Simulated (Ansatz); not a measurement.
`C=[CH][AlH][CH3]` + `FB([SiH3])Br` → `C=[CH][Al]([CH3])[SiH3]` + `FBBr`  (redistribution)

Calculated with Ansatz (gas phase, PBE0-D4/def2-TZVP geometries, no zero-point term in ΔE). CCSD(T)/CBS adds triple-zeta CCSD(T) − MP2 to the extrapolated MP2 energy (def2 sets, frozen cores). For Br outer-core shells are correlated without core-valence functions, which leaves a few kJ/mol of doubt a bond. Scalar relativity is left out up to krypton. Each species was taken in one conformer, which may not be the lowest.

| species | CCSD/def2-TZVPP energy (Eh) |
| --- | --- |
| `C=[CH][AlH][CH3]` | -360.25482 |
| `FB([SiH3])Br` | -2988.14119 |
| `C=[CH][Al]([CH3])[SiH3]` | -650.50716 |
| `FBBr` | -2697.89992 |

Question: Work out ΔE.

Answer: ΔE = (-650.50716) + (-2697.89992) − (-360.25482) − (-2988.14119) = -0.01107 Eh = -29.1 kJ/mol. CCSD(T)/CBS gives -27.5 kJ/mol.

Largest T1 diagnostic among the species: 0.012.
